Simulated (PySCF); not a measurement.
**[Sm(NH2)4]− at several levels of theory**

Computed with PySCF 2.14.0 (density fitting, no spin-orbit coupling) at the geometry relaxed with PBE0:

```xyz
13
[Sm(NH2)4]− (singlet in the valence; each metal's 4f electrons, 5 of them, lie in its core potential, out of spins and levels)
Sm    0.0000    0.0000    0.0000
N     1.3807    1.2537    1.3574
H     1.3409    1.4366    2.3603
H     2.2445    1.6964    1.0377
N    -1.3808   -1.3573    1.2537
H    -2.2448   -1.0377    1.6962
H    -1.3405   -2.3604    1.4368
N     1.3807   -1.2537   -1.3574
H     2.2445   -1.6964   -1.0377
H     1.3409   -1.4366   -2.3603
N    -1.3808    1.3573   -1.2537
H    -1.3405    2.3604   -1.4368
H    -2.2448    1.0377   -1.6962
```

```csv
level,basis,state,HOMO (eV),gap (eV),charge on Sm1 (e),population of f-type functions on Sm1 (polarisation alone where 4f lies in the core),dipole about the centre of mass (D),largest force component (eV/Å)
PBE0,"Sm lcecp-1-SVP with ECP51, N def2-SVP, H def2-SVP",singlet,-1.14,4.91,0.67,0.07,0.00,0.01
BP86,the same,singlet,0.11,3.15,0.40,0.06,0.00,0.46
PBE0,"Sm lcecp-1-TZVP with ECP51, N def2-TZVP, H def2-TZVP",singlet,-1.45,5.01,1.46,0.07,0.00,0.32
```

In the lcecp rows the 4f levels are missing from HOMO and gap, and the state counts the valence alone.

Charges are Mulliken's, which hang on the basis. The relaxation used the grid (50, 194), these runs (75, 302) or, all-electron (x2c bases, spin-free X2C Hamiltonian), (99, 590).

Question: What does r2SCAN with Sm lcecp-1-SVP with ECP51, N def2-SVP, H def2-SVP give here?

Answer: state singlet, HOMO (eV) -0.06, gap (eV) 3.74, charge on Sm1 (e) 0.61, population of f-type functions on Sm1 (polarisation alone where 4f lies in the core) 0.06, dipole about the centre of mass (D) 0.00, largest force component (eV/Å) 0.10. Time: 13 s on 2 threads of Arm Neoverse V2 (shared host), from an already converged density.

In the first row's basis the gap widens with exact exchange: 3.1 to 3.7 eV for BP86, r2SCAN (none); 4.9 eV for PBE0 (a fixed share).

No frequency check is given that shows the relaxed geometry to be a minimum. An lcecp potential fixes the number of 4f electrons, so in runs with it no electron can move into or out of that shell.

The highest filled level of some runs lies above zero, as often for anions with such functionals and bases.
